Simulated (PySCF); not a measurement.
How methods differ on the interval between two levels of Nd(3+)

Nd(3+) [Xe] 4f3 [4I15/2, M_J = 15/2] → Nd(3+) [Xe] 4f2 6s1 [4H13/2, M_J = 13/2], as a difference of total energies. All numbers are calculated (PySCF 2.14, the two-component X2C-1e Hamiltonian, in x2c-SVPall-2c with one added diffuse shell each of s, p, d, f type (8s11p10d4f1g, 128 functions)). Correlated levels: [Ar] 3d10 frozen; the 16 highest virtual spinors dropped. "Screened" scales the spin-orbit matrix elements by Boettger's factors to mimic the two-electron term; Breit and QED terms are absent.

| method | interval between two levels (cm⁻¹) |
| --- | --- |
| GHF (screened spin-orbit) | 113620 |
| GMP2 (screened spin-orbit) | 108220 |

The labels give the starting determinants; with spin-orbit coupling the two ends relaxed to ⟨J²⟩ = 63.75, ⟨L²⟩ = 42.18, ⟨S²⟩ = 3.77 and ⟨J²⟩ = 48.76, ⟨L²⟩ = 30.08, ⟨S²⟩ = 3.79.
